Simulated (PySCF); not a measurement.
Computed shifts of a molecule CH7FO2Si2, PBE/pcSseg-1 run with PySCF, GIAO, gas phase, equivalent atoms averaged, in ppm (number of nuclei): ²⁹Si: -31.9 (1), -71.9 (1). ¹⁹F: -151.2 (1). ¹³C: -8.8 (1). ¹H: 4.33 (3), 2.34 (1), 2.13 (1), 0.29 (1), 0.19 (1). References: ¹⁷O against H2O (σ = 334.3 ppm); ²⁹Si against TMS (σ = 335.4 ppm); ¹⁹F against CFCl3 (σ = 133.6 ppm); ¹³C against TMS (σ = 182.0 ppm); ¹H against TMS (σ = 31.49 ppm), references at their B3LYP-D3(BJ)/def2-TZVP geometries, non-relativistic. The structure is a stationary point at B3LYP-D3(BJ)/def2-SVP. The values are those of a single conformer.

### Question
Which structure fits?
A. O[Si@@H](F)CO[SiH3]
B. C[Si@](O)(F)O[SiH3]
C. C[SiH2]O[Si@H](O)F
D. O[Si](O)(F)C[SiH3]

### Answer
D, O[Si](O)(F)C[SiH3]
